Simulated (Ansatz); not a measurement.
Relaxation of C3H13BSi2 (19 atoms, charge 0, multiplicity 1), to a largest force component of 0.02 eV/Å in at most 50 steps.

These are results of Ansatz 0.2.0, RKS B3LYP-D4/STO-3G, not measurements.

```xyz
19
Properties=species:S:1:pos:R:3
C 0.929 -2.235 -0.173
C 1.602 -0.851 -0.166
B 0.543 0.374 -0.153
Si 0.539 1.603 -1.649
Si -0.561 0.668 1.389
C -2.351 0.551 0.891
H 0.248 -2.260 -1.073
H 1.665 -2.994 -0.238
H 0.275 -2.305 0.776
H 2.261 -0.788 0.755
H 2.236 -0.770 -1.048
H 1.795 2.233 -1.839
H -0.592 2.653 -1.384
H 0.056 0.852 -2.831
H -0.309 2.004 1.950
H -0.265 -0.298 2.456
H -2.991 0.726 1.774
H -2.547 -0.459 0.490
H -2.572 1.290 0.129
```

Where does it end, and by what steps?

The forces met the threshold. Limits of this set-up: minimal basis. After 13 steps the energy has fallen by 0.597 eV; H9 moved furthest, 0.46 Å.

```json
{"step": "0", "energy less start (eV)": "0.0000", "largest force component (eV/Å)": "3.603", "accepted": "yes"}
{"step": "1", "energy less start (eV)": "-0.5340", "largest force component (eV/Å)": "0.627", "accepted": "yes"}
{"step": "2", "energy less start (eV)": "-0.5824", "largest force component (eV/Å)": "0.273", "accepted": "yes"}
{"step": "3", "energy less start (eV)": "-0.5877", "largest force component (eV/Å)": "0.059", "accepted": "yes"}
{"step": "4", "energy less start (eV)": "-0.5889", "largest force component (eV/Å)": "0.074", "accepted": "yes"}
{"step": "5", "energy less start (eV)": "-0.5912", "largest force component (eV/Å)": "0.030", "accepted": "yes"}
{"step": "6", "energy less start (eV)": "-0.5911", "largest force component (eV/Å)": "0.190", "accepted": "no"}
{"step": "7", "energy less start (eV)": "-0.5931", "largest force component (eV/Å)": "0.029", "accepted": "yes"}
{"step": "8", "energy less start (eV)": "-0.5943", "largest force component (eV/Å)": "0.105", "accepted": "yes"}
{"step": "9", "energy less start (eV)": "-0.5947", "largest force component (eV/Å)": "0.083", "accepted": "yes"}
{"step": "10", "energy less start (eV)": "-0.5958", "largest force component (eV/Å)": "0.043", "accepted": "yes"}
{"step": "11", "energy less start (eV)": "-0.5963", "largest force component (eV/Å)": "0.027", "accepted": "yes"}
{"step": "12", "energy less start (eV)": "-0.5966", "largest force component (eV/Å)": "0.025", "accepted": "yes"}
{"step": "13", "energy less start (eV)": "-0.5968", "largest force component (eV/Å)": "0.017", "accepted": "yes"}
```

```xyz
19
Properties=species:S:1:pos:R:3
C 0.935 -2.100 -0.384
C 1.697 -0.773 -0.013
B 0.629 0.394 -0.044
Si 0.418 1.445 -1.701
Si -0.549 0.675 1.513
C -2.362 0.610 1.004
H 0.486 -2.034 -1.388
H 1.634 -2.950 -0.378
H 0.132 -2.312 0.340
H 2.143 -0.919 0.986
H 2.523 -0.646 -0.732
H 1.667 2.074 -2.072
H -0.585 2.480 -1.615
H 0.045 0.568 -2.791
H -0.289 1.985 2.076
H -0.332 -0.291 2.568
H -3.023 0.798 1.859
H -2.627 -0.371 0.591
H -2.586 1.364 0.238
```

Whether the end is a true minimum wasn't checked by a vibrational analysis.

The run took 65 s on 1 thread of Arm Neoverse V2, on a shared host, peak memory 0.14 GiB.
